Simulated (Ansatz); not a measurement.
A nudged elastic band was laid between two geometries of C2H5NSi (9 atoms, charge 0, multiplicity 1).

Method: Ansatz, RKS B3LYP/def2-SVP.

| Property | Result |
| --- | --- |
| movable images | 5 |
| climbing image | yes |
| spring | 5.0 eV/Å² |
| optimiser | quadratic models (default) |
| start path | IDPP |
| force threshold | 0.05 eV/Å |
| iteration limit | 60 |
| end points | relaxed |

Initial state:

```xyz
9
Properties=species:S:1:pos:R:3
C -0.358 1.567 -0.656
Si -0.389 0.087 -1.637
C 0.404 -1.028 -0.292
N 0.020 -1.031 0.968
H -0.758 2.505 -1.064
H 0.232 1.730 0.259
H 1.109 -1.843 -0.523
H 0.362 -1.688 1.668
H -0.622 -0.298 1.277
```

Final state:

```xyz
9
Properties=species:S:1:pos:R:3
C -0.362 1.565 -0.657
Si -0.393 0.084 -1.637
C 0.406 -1.027 -0.291
N 0.022 -1.030 0.969
H -0.762 2.503 -1.066
H 0.227 1.728 0.258
H 1.114 -1.839 -0.522
H -0.623 -0.300 1.277
H 0.370 -1.683 1.669
```

(1) What changes between the two ends?

(2) What energy profile does the band end with?

Results:

(1) No bond is made or broken. The dihedral Si2–C3–N4–H8 goes from 173 to -10°. The two ends are copies of one structure, up to a mirror image or an exchange of like atoms.

(2) The run ended unconverged. The highest image is number 3 of 0 to 6, 1.00 eV above the ends, which have the same energy within 2 meV. The band didn't meet its force threshold, so its energies are provisional: the largest band force was still 0.45 eV/Å, and over the last iterations the top stayed at 1.00 eV. Neighbouring images lie up to 1.8 Å apart, so the band is torn or far too coarse.

```tsv
image	path coordinate (Å)	energy (eV)	dihedral Si2–C3–N4–H8 (°)
0	0.00	0.00	173
1	1.24	0.09	149
2	2.48	0.51	103
3	3.72	1.00	62
4	5.56	0.26	36
5	7.39	0.19	-27
6	9.23	0.00	-10
```

Time of the run: 11 min on 1 thread of Arm Neoverse V2 (shared host), peak memory 0.16 GiB.
